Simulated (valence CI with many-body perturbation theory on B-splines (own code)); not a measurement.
**Er LIII: one-electron terms**

Method: relativistic CI+MBPT: six valence electrons over a frozen Dirac-Fock core [Ne], a basis of 9 s, 9 p, 8 d, 6 f, 3 g, 1 h functions for each j, with the one-electron correlation potential Σ1, the two-electron term Σ2, the three-electron term Σ3, Breit, model QED; selected CI, second order for the rest, scaled by the run's own slope (own B-spline code, finite nucleus).

No measured spectrum was set against this ion. As an estimate, large intervals hold to a few tenths of a per cent, small ones and those within an open d or f shell to about a per cent. Among the levels kept, up to 1000 cm⁻¹ of a level comes from second order outside the variational space, and about a tenth of that is noise between levels of different J, which matters for small intervals.

These are the spectroscopic orbitals of the CI (the correlating ones are not listed), shaped by the core and the other valence electrons. h is the expectation value of the core's Dirac-Fock operator, without the valence repulsion; Σ1 is computed up to l = 3 at one energy for each symmetry, that of its lowest orbital but kept below the first core excitation, so for empty shells it is not the orbital's own correlation shift; Breit and QED include the response of the core, and the two lowest orbitals of each symmetry also the frequency dependence of Breit exchange, which makes a step in that column.

| Orbital | h (hartree) | Σ1 (cm⁻¹) | Breit (cm⁻¹) | QED (cm⁻¹) | ⟨r⟩ (bohr) |
| --- | --- | --- | --- | --- | --- |
| 3s1/2 | -213.87 | -6999 | 33795 | 27816 | 0.2078 |
| 4s1/2 | -116.26 | -2317 | 12897 | 10959 | 0.3879 |
| 5s1/2 | -72.857 | -1055 | 6109 | 5315 | 0.6261 |
| 6s1/2 | -49.887 | -574 | 3404 | 2981 | 0.9202 |
| 3p1/2 | -208.67 | -9089 | 56515 | 1123 | 0.1961 |
| 4p1/2 | -114.09 | -2958 | 21720 | 461 | 0.3795 |
| 5p1/2 | -71.759 | -1352 | 10422 | 229 | 0.6204 |
| 6p1/2 | -49.259 | -738 | 5838 | 130 | 0.9172 |
| 3p3/2 | -199.34 | -7850 | 31729 | 3631 | 0.2067 |
| 4p3/2 | -110.27 | -2657 | 12233 | 1453 | 0.3937 |
| 5p3/2 | -69.845 | -1234 | 6428 | 718 | 0.6382 |
| 6p3/2 | -48.167 | -680 | 3618 | 407 | 0.9386 |
| 3d3/2 | -193.08 | -9797 | 26047 | -808 | 0.1775 |
| 4d3/2 | -107.84 | -2713 | 9279 | -257 | 0.3692 |
| 5d3/2 | -68.646 | -1205 | 4394 | -117 | 0.6174 |
| 3d5/2 | -190.91 | -8739 | 12477 | 348 | 0.1807 |
| 4d5/2 | -106.91 | -2412 | 4398 | 202 | 0.3732 |
| 5d5/2 | -68.168 | -1072 | 2140 | 112 | 0.6222 |
| 4f5/2 | -105.56 | -2247 | 873 | -139 | 0.3270 |
| 5f5/2 | -67.487 | -1096 | 595 | -73.5 | 0.5790 |
| 4f7/2 | -105.16 | -2137 | 251 | 64.7 | 0.3289 |
| 5f7/2 | -67.281 | -1037 | 170 | 30.1 | 0.5813 |
| 5g7/2 | -67.077 |  | 17.6 | -32.4 | 0.5135 |
| 5g9/2 | -66.959 |  | 3.4 | 24.5 | 0.5149 |

Among the shells of the start configuration 3s2 3p4, Σ1 is largest in size for 3p1/2, where it is 0.020 % of h.

Lowest root of each symmetry, sizes in configuration state functions:

```
J  Parity  Roots  Reference  Variational  Second order  Change by selected CI (cm⁻¹)  Change by second order (cm⁻¹)
0    even      4         19        43265        399572                        -27826                            -13
1    even      3         32        60000       1440089                        -27325                           -125
2    even      5         47        59949       2350729                        -27879                           -146
3    even      2         35        53787       2114882                        -60464                           -486
4    even      2         26        54229       2459390                        -66154                           -320
0     odd      4         31        45689        362489                        -36235                            -27
1     odd      8         81        57758       1146315                        -35710                           -346
2     odd      9        102        53302       1846806                        -35150                           -908
3     odd      7         95        52931       1840976                        -36545                           -773
4     odd      5         68        52760       1929089                        -36271                           -597
5     odd      1         38        44747        925619                        -32544                           -155
```
